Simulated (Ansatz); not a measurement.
Total energies of `Cc1csc(-c2sc(-c3sc(-c4sc(-c5sc(-c6sc(-c7sccc7C)cc6C)cc5C)cc4C)cc3C)cc2C)c1` from Ansatz at PBE-D4/def2-SVP, gas phase (1 Eh = 27.2114 eV = 2625.5 kJ/mol). The reference geometry is relaxed at PBE-D4/def2-SVP.

```json
{"state": "charge 0 singlet", "geometry": "reference", "energy (Eh)": "-4134.53908"}
{"state": "charge 1 doublet", "geometry": "reference", "energy (Eh)": "-4134.33689"}
{"state": "charge -1 doublet", "geometry": "reference", "energy (Eh)": "-4134.58999"}
{"state": "free C atom (triplet)", "geometry": "–", "energy (Eh)": "-37.75124"}
{"state": "free S atom (triplet)", "geometry": "–", "energy (Eh)": "-397.80063"}
{"state": "free H atom (doublet)", "geometry": "–", "energy (Eh)": "-0.49863"}
```

Single mean-field runs in def2-SVP are fitted with def2-universal-jkfit.

Q: Work out the vertical ionisation energy to the doublet.

A: E(charge 1 doublet) − E(charge 0 singlet) = -4134.33689 − (-4134.53908) = 0.20219 Eh = 5.50 eV. For comparison, −ε of the highest occupied level is 4.19 eV at this level, 1.31 eV less.

Q: Work out the vertical electron affinity, to the doublet.

A: E(charge 0 singlet) − E(charge -1 doublet) = -4134.53908 − (-4134.58999) = 0.05091 Eh = 1.39 eV. The basis lacks diffuse functions, which makes affinities too small.

Q: Give the fundamental gap IE − EA, the Mulliken electronegativity (IE + EA)/2 and the hardness (IE − EA)/2.

A: From the values in Eh: IE − EA = 0.20219 − 0.05091 = 0.15128 Eh = 4.12 eV; (IE + EA)/2 = 3.44 eV; (IE − EA)/2 = 2.06 eV. The HOMO–LUMO gap of the same run is 1.60 eV, 2.52 eV smaller than the fundamental gap.

Q: What is the binding energy per atom against free atoms?

A: Atoms: 35 × (-37.75124) + 7 × (-397.80063) + 30 × (-0.49863) = -4120.85671 Eh. Binding: -4120.85671 − (-4134.53908) = 13.68237 Eh = 372.32 eV, or 5.17 eV for each of 72 atoms (no zero-point energy, no counterpoise term).
